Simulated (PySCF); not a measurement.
AlClFHSe. Atoms are numbered in the order given.

```xyz
5

Al    -0.4400     0.6305     0.0000
Cl     0.9149     2.2201     0.0000
F     -2.0665     0.9632     0.0000
Se     0.2903    -1.5460     0.0000
H     -1.1026    -2.0399     0.0000
```

Geometry: B3LYP-D3(BJ)/def2-SVP. The values are those of a single conformer.

Computed with PBE0/def2-TZVPD (PySCF).

Symmetry labels are those of the subgroup Cs that the program uses (full group Cs).

Computed valence orbital energies around the gap with their symmetry:
| orbital | symmetry | energy (eV) |
|---|---|---|
| HOMO−7 | A' | -12.16 |
| HOMO−6 | A" | -12.02 |
| HOMO−5 | A' | -11.87 |
| HOMO−4 | A' | -11.18 |
| HOMO−3 | A" | -9.92 |
| HOMO−2 | A' | -9.80 |
| HOMO−1 | A' | -9.35 |
| HOMO | A" | -7.90 |
| LUMO | A' | -1.43 |
| LUMO+1 | A" | -0.85 |
| LUMO+2 | A' | -0.52 |
| LUMO+3 | A' | 0.51 |
